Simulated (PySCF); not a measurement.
# The second ionisation energy along the lanthanides

All values are computed (PySCF 2.14, energy differences of UHF-based or UKS calculations, no spin-orbit coupling). Values in eV. The last column holds reference values (NIST; (s) semi-empirical, (t) theoretical, else measured). Unmarked ones compare directly (S terms, centres of terms, or small fine structure); those marked * lie between the lowest fine-structure levels and include a spin-orbit shift.

| element | configurations | LDA | PBE | r2SCAN | MP2 (valence) | SCS-MP2 (valence) | CCSD (valence) | reference |
| --- | --- | --- | --- | --- | --- | --- | --- | --- |
| La (cc-pVDZ-X2C, spin-free X2C) | [Xe] 5d2 → [Xe] 5d1 | 11.414 | 11.393 | 11.318 | 10.844 | 10.756 | 10.870 | 11.185 * |
| Ce (cc-pVDZ-X2C, spin-free X2C) | [Xe] 4f1 5d2 → [Xe] 4f2 | 9.760 | n/a | 9.797 | 11.155 | 11.156 | 11.216 | 10.956 ± 0.02 (s) * |
| Pr (cc-pVDZ-X2C, spin-free X2C) | [Xe] 4f3 6s1 → [Xe] 4f3 | 10.980 | 10.793 | 10.535 | 10.487 | 10.333 | 10.421 | 10.631 ± 0.02 (s) * |
| Pm (cc-pVDZ-X2C, spin-free X2C) | [Xe] 4f5 6s1 → [Xe] 4f5 | 11.322 | 11.137 | 10.904 | 10.801 | 10.629 | 10.718 | 10.938 ± 0.02 (s) * |
| Sm (cc-pVDZ-X2C, spin-free X2C) | [Xe] 4f6 6s1 → [Xe] 4f6 | 11.491 | 11.305 | 11.074 | 10.965 | 10.783 | 10.873 | 11.078 ± 0.02 (s) * |
| Eu (cc-pVDZ-X2C, spin-free X2C) | [Xe] 4f7 6s1 → [Xe] 4f7 | 11.644 | 11.458 | 11.229 | 11.106 | 10.919 | 11.007 | 11.24 ± 0.006 (s) |
| Gd (cc-pVDZ-X2C, spin-free X2C) | [Xe] 4f7 5d1 6s1 → [Xe] 4f7 5d1 | 12.591 | 12.378 | 12.251 | 11.965 | 11.767 | 11.866 | 12.076 ± 0.02 (s) * |
| Tb (cc-pVDZ-X2C, spin-free X2C) | [Xe] 4f9 6s1 → [Xe] 4f9 | 11.934 | 11.734 | 11.503 | 11.404 | 11.240 | 11.290 | 11.513 ± 0.02 (s) * |
| Dy (cc-pVDZ-X2C, spin-free X2C) | [Xe] 4f10 6s1 → [Xe] 4f10 | 12.067 | 11.863 | 11.625 | 11.531 | 11.372 | 11.406 | 11.647 ± 0.02 (s) * |
| Ho (cc-pVDZ-X2C, spin-free X2C) | [Xe] 4f11 6s1 → [Xe] 4f11 | 12.205 | 11.997 | 11.756 | 11.662 | 11.507 | 11.529 | 11.781 ± 0.02 (s) * |
| Er (cc-pVDZ-X2C, spin-free X2C) | [Xe] 4f12 6s1 → [Xe] 4f12 | 12.349 | 12.138 | 11.895 | 11.799 | 11.646 | 11.657 | 11.916 ± 0.02 (s) * |
| Tm (cc-pVDZ-X2C, spin-free X2C) | [Xe] 4f13 6s1 → [Xe] 4f13 | 12.492 | 12.277 | 12.030 | 11.930 | 11.779 | 11.777 | 12.065 ± 0.02 (s) * |
| Yb (cc-pVDZ-X2C, spin-free X2C) | [Xe] 4f14 6s1 → [Xe] 4f14 | 12.628 | 12.408 | 12.156 | 12.053 | 11.903 | 11.889 | 12.179 |
| Lu (cc-pVDZ-X2C, spin-free X2C) | [Xe] 4f14 6s2 → [Xe] 4f14 6s1 | 14.378 | 14.108 | 13.754 | 13.867 | 13.845 | 13.746 | 14.13 ± 0.05 (s) |

Q: Fill in the row of Nd (cc-pVDZ-X2C, spin-free X2C) ([Xe] 4f4 6s1 → [Xe] 4f4).

A: LDA 11.155; PBE 10.968; r2SCAN 10.721; MP2 (valence) 10.652; SCS-MP2 (valence) 10.486; CCSD (valence) 10.575; reference 10.783 ± 0.02 (s) * (eV).

For Ce, Pr, Nd, Pm, Tb, Dy, Ho, Er a determinant mixes LS terms or the coupling is close to jj, so these rows are model values.

"Valence" correlates the outer s and p shells and, in groups 3 to 12 and the f block, the outer d or f shell, open or full, or the next shell where the ion has no valence electron left; the wider scheme adds the next inner shell.
